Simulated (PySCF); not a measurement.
Species: C₄H₈OSi.
SMILES: `C=C1C[C@@H]1O[SiH3]`

Torsions of this conformer, `[CH2:1]=[C:2]1[CH2:3][C@@H:4]1[O:5][SiH3:6]`: C3–C4–O5–Si6 81°.

The closed-shell ground state was solved at several levels (PySCF, density fitting, gas phase, non-relativistic). The structure is a single PBE0-D3(BJ)/def2-SVP conformer in the gas phase; no vibrational or solvent corrections.

```tsv
level	basis functions	total energy (Eh)	HOMO (eV)	LUMO (eV)	gap (eV)	dipole (D)
PBE0/def2-SVP	128	-521.2428	-7.53	-0.16	7.37	1.03
B3LYP/6-31G*	104	-521.8927	-7.04	-0.11	6.93	1.06
PBE0/pcSseg-0	74	-520.6053	-7.60	-0.16	7.44	1.32
PBE0/cc-pVTZ	296	-521.5962	-7.55	-0.32	7.23	0.98
PBE0/aug-cc-pVDZ	214	-521.5242	-7.56	-0.52	7.04	1.01
B3LYP/cc-pVTZ	296	-522.0223	-7.32	-0.53	6.79	0.98
PBE0/cc-pVDZ	128	-521.5075	-7.44	-0.12	7.32	0.99
PBE0/6-311+G(2d,p)	218	-521.5787	-7.59	-0.51	7.08	1.06
PBE0/def2-TZVP	240	-521.6027	-7.57	-0.38	7.19	1.00
PBE0/IGLO-III	299	-521.6063	-7.58	-0.44	7.14	1.01
PBE0/6-31G*	104	-521.4766	-7.33	0.05	7.38	1.07
```

Task: What might B3LYP/def2-TZVP (240 basis functions) give for the same quantities?

Result: Total energy -522.0288 Eh, HOMO -7.35 eV, LUMO -0.59 eV, gap 6.76 eV, dipole 1.01 D.

Task: Over all these levels, which gives the widest orbital gap and which the narrowest?

Result: PBE0/pcSseg-0 (global hybrid, 25 % exact exchange) has the widest, 7.44 eV, and B3LYP/def2-TZVP (global hybrid, 20 % exact exchange) the narrowest, 6.76 eV. Functional and basis both differ between the two, so the spread mixes both effects.

Task: How much does the basis alone move the frontier levels among the 9 PBE0 rows?

Result: The HOMO by 0.27 eV and the LUMO by 0.57 eV. By rising basis size (HOMO, LUMO in eV): pcSseg-0 -7.60, -0.16; 6-31G* -7.33, 0.05; def2-SVP -7.53, -0.16; cc-pVDZ -7.44, -0.12; aug-cc-pVDZ -7.56, -0.52; 6-311+G(2d,p) -7.59, -0.51; def2-TZVP -7.57, -0.38; cc-pVTZ -7.55, -0.32; IGLO-III -7.58, -0.44.

Task: How far do the dipole and the HOMO energy spread over the levels?

Result: The dipole runs from 0.98 to 1.32 D (mean 1.04 D) and the HOMO from -7.60 to -7.04 eV.
